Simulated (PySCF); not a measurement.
## Exercise with solution: entropy of an ideal gas

CuH, SMILES [CuH] (connectivity only; charge and spin as stated), neutral, multiplicity 1.

Geometry: PBE0-D3(BJ)/def2-TZVPD. The multiplicity is an assumed one; other spin states were not compared.

PBE0-D3(BJ)/def2-TZVPD (PySCF 2.14.0) gives the harmonic wavenumbers 1865 cm⁻¹ and the rotational temperature 11.0782 K. The molar mass is 64.55 g/mol, the symmetry number 1, the spin multiplicity 1.

Question: Work out the entropy at 298.15 K and 1 atm in the rigid-rotor, harmonic-oscillator model.

Answer: 
Translation (Sackur–Tetrode at 1 atm): S = R[1.5 ln M + 2.5 ln T − 1.16487] = 160.7 J/(mol K).
Rotation: q = T/(σ θ) = 26.9, S = R[ln q + 1] = 35.7 J/(mol K).
Vibration: with u = 1.4388 ν/T, each mode gives R[u/(e^u − 1) − ln(1 − e^−u)]:
```csv
ν (cm⁻¹),modes,u,S (J/(mol K))
1865,1,9.00,0.01
```
These are all the modes. Sum 0.0 J/(mol K).
Spin: R ln 1 = 0.0 J/(mol K).
Total 196.4 J/(mol K); the program's own thermochemistry gives 196.4. Translation makes up 82 % and vibration 0 %. Anharmonicity, hindered rotation and orbital degeneracy are left out.
